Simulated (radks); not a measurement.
The numbers below are computed, except where a source is named.
Task: The mean radii <r> (bohr) of the occupied orbitals of an atom or ion are listed with their occupations. Code: a radial shooting solver on a logarithmic mesh with Libxc functionals. Model: non-relativistic Kohn-Sham, TPSS, spin-polarised, spherical densities, point nucleus; meta-GGA in the generalised Kohn-Sham scheme.

orbital  occ.     <r>
1s up       1  0.1580
1s down     1  0.1578
2s up       1  0.8602
2s down     1  0.8679
2p up       3  0.8787
2p down     2  0.8972
3s up       1   4.271

Name the element and its charge. Open shells, if any, are filled with parallel spins first.

Result: Z = 10, neon, charge 0: Ne in [He] 2s2 2p5 3s1. The 1s radius gives Z: for a bare nucleus <r> = 1.5/Z, 0.15 bohr for Z = 10, and screening makes it slightly larger (0.1580 here). The occupations add up to 10, and the charge is Z minus that.
